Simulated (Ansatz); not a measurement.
A nudged elastic band was laid between two geometries of C₂H₃AlSi (7 atoms, charge 0, multiplicity 1).

These are results of Ansatz 0.2.0, UKS revPBE/def2-SVP, not measurements.

```
movable images  : 5
climbing image  : yes
spring          : 5.0 eV/Å²
optimiser       : quadratic models (default)
start path      : straight line
force threshold : 0.03 eV/Å
iteration limit : 60
end points      : relaxed
```

Image 0:

```xyz
7
Properties=species:S:1:pos:R:3
C -0.488 -0.565 0.570
Si 0.235 -1.929 1.470
Al 1.440 -0.470 0.013
C -0.938 0.502 -0.162
H 2.137 0.565 -0.984
H -1.013 1.520 0.267
H -1.372 0.379 -1.174
```

Image 6:

```xyz
7
Properties=species:S:1:pos:R:3
C -0.703 -0.912 0.442
Si 0.571 -1.894 1.185
Al 0.800 0.535 -0.208
C -1.218 0.106 -0.223
H 1.563 0.181 -1.569
H -2.252 0.364 -0.511
H 1.239 1.619 0.884
```

Problem. What changes between the two ends?

Solution. Bonds broken: C4–H7. Bonds formed: Al3–C4, Al3–H7.

Problem. What energy profile does the band end with?

Solution. The run converged. The highest image is number 3 of 0 to 6, 49.0 kcal/mol above the first end and 32.5 kcal/mol above the last; the last end lies 16.4 kcal/mol above the first. The order of the stationary point at the top wasn't checked. The orbitals were unrestricted but ended closed-shell.

```tsv
image	path coordinate (Å)	energy (kcal/mol)	C4–H7 (Å)	Al3–C4 (Å)	Al3–H7 (Å)
0	0.00	0.0	1.11	2.58	3.17
1	1.06	8.8	1.10	2.65	2.89
2	2.12	33.8	1.12	2.55	2.31
3	3.18	49.0	1.28	2.37	1.80
4	3.90	36.7	2.11	2.30	1.61
5	4.62	22.1	2.68	2.12	1.59
6	5.33	16.4	3.09	2.06	1.60
```

Problem. What is the geometry of the highest image?

Solution. 
```xyz
7
Properties=species:S:1:pos:R:3
C -0.637 -0.963 0.461
Si 0.722 -1.301 1.628
Al 1.385 0.155 -0.324
C -0.935 0.291 0.115
H 1.417 -0.228 -1.900
H -1.893 0.847 0.121
H -0.060 1.198 -0.101
```

The band took 34 iterations and roughly 9 core-minutes.

The run took 4.6 min on 2 threads of Intel(R) Xeon(R) Platinum 8488C (Sapphire Rapids), with other jobs on the host, peak memory 0.21 GiB.
